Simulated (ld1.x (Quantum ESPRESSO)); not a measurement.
**Varying the TM potential for Ag (Z = 47)**

Base potential:

Ag, norm-conserving Troullier–Martins (Kleinman–Bylander form), made with ld1.x (Quantum ESPRESSO) 7.5 (LDA (PZ), scalar-relativistic). Core [Ar] 3d10, reference 4s2 4p6 4d10 5s1 5p0. Waves: 4s (bound): rc 1.55 bohr; 4p (bound): rc 1.40 bohr; 4d (bound): rc 1.30 bohr. Local part: all-electron potential smoothed inside 1.30 bohr (lloc = -1). Core correction: a·sin(br)/r model core, default radius (core density twice the valence density).

Occupied shells without a wave of their own: 5s. They enter only through the test configuration that unscreens the potential, and ld1.x also counts them in the model core charge.

Cutoffs, loose and tight: the cutoffs (Ry, on a coarse ladder) from which the occupation-weighted sum of valence levels, in a spherical-Bessel basis at the reference potential, stays within 10 and 1 mRy of its value at 400 Ry. They do not see the model core or the augmentation charge, which bear on the density cutoff. Test errors are all-electron minus pseudo excitation energies from the reference, over the configurations 4s2 4p6 4d10 5s0 5p0; 4s2 4p6 4d9 5s0 5p0; 4s2 4p6 4d8 5s0 5p0; 4s2 4p6 4d9 5s1 5p1; 4s2 4p6 4d9 5s2 5p0; 4s2 4p6 4d7 5s0 5p0; 4s2 4p5 4d10 5s1 5p0 (two spin-polarised tests are not counted in the largest error). A dash means not determined; rows that change the core or the reference have their own tests.

With those shells counted twice in exchange and correlation these files are broken, and their errors move erratically; no question is asked of them.

The default core radius of the base comes out at 0.59 bohr.

```csv
change,outcome,"cutoff, loose","cutoff, tight",bound ghosts,largest test error (meV)
base,"generated, misses its reference levels by 0.74 eV",80 Ry,120 Ry,none,-3442
core correction none,"generated, misses its reference levels by 0.74 eV",80 Ry,120 Ry,none,-2824
core correction a·sin(br)/r model core inside 0.62 bohr,"generated, misses its reference levels by 0.74 eV",80 Ry,120 Ry,none,-3442
core correction a·sin(br)/r model core inside 0.90 bohr,"generated, misses its reference levels by 0.74 eV",80 Ry,120 Ry,none,-3441
core correction a·sin(br)/r model core inside 1.14 bohr,"generated, misses its reference levels by 0.74 eV",80 Ry,120 Ry,none,-3440
"core correction full core density, not smoothed (it rises at the typed radius of 1.24 bohr, so ld1.x skipped the fit)","generated, misses its reference levels by 0.74 eV",80 Ry,120 Ry,none,-3442
"core correction full core density, not smoothed (it rises at the typed radius of 1.50 bohr, so ld1.x skipped the fit)","generated, misses its reference levels by 0.74 eV",80 Ry,120 Ry,none,-3442
```
